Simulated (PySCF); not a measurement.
**[HgCl3(NH3)]−: from a saddle point downhill**

PySCF 2.14.0, RKS PBE0, Hg def2-SVP with ECP60, Cl def2-SVP, N def2-SVP, H def2-SVP; non-relativistic Hamiltonian with scalar-relativistic core potentials where named; density fitting; no spin-orbit coupling. Relaxed within the symmetry of its start, the geometry (C3v) is

```xyz
8

Hg    0.0527   -0.0527    0.0527
Cl    1.1503    1.8852    1.1503
Cl   -1.8852   -1.1503    1.1503
Cl    1.1503   -1.1503   -1.8852
N    -1.4439    1.4439   -1.4439
H    -2.0323    2.0323   -0.8603
H    -0.8603    2.0323   -2.0323
H    -2.0323    0.8603   -2.0323
```

and its lowest harmonic modes are -121, -30, -30, 87, 87, 95 cm⁻¹ (negative: unstable). It was moved along the lowest mode and relaxed again, within the group C3 that the move left.

Q: Where does it end, and how much lower?

A: In C3, 0.042 eV lower, after 16 steps:
```xyz
8

Hg    0.0395   -0.0395    0.0395
Cl    0.9892    1.8992    1.2668
Cl   -1.8992   -1.2668    0.9892
Cl    1.2668   -0.9892   -1.8992
N    -1.4332    1.4332   -1.4332
H    -1.4264    2.3782   -1.0591
H    -1.0591    1.4264   -2.3782
H    -2.3782    1.0591   -1.4264
```

Q: How do the contacts change?

A: 
```tsv
contact	saddle (Å)	end (Å)
Hg1–Cl2 (Cl)	2.483	2.483
Hg1–Cl3 (Cl)	2.483	2.483
Hg1–Cl4 (Cl)	2.483	2.483
Hg1–N5 (NH3)	2.592	2.551
```


Q: Is the end a minimum?

A: No, 2 of the modes stay unstable (below −25 cm⁻¹); lowest modes -68, -68, 59, 59, 90, 172 cm⁻¹.

State: singlet.
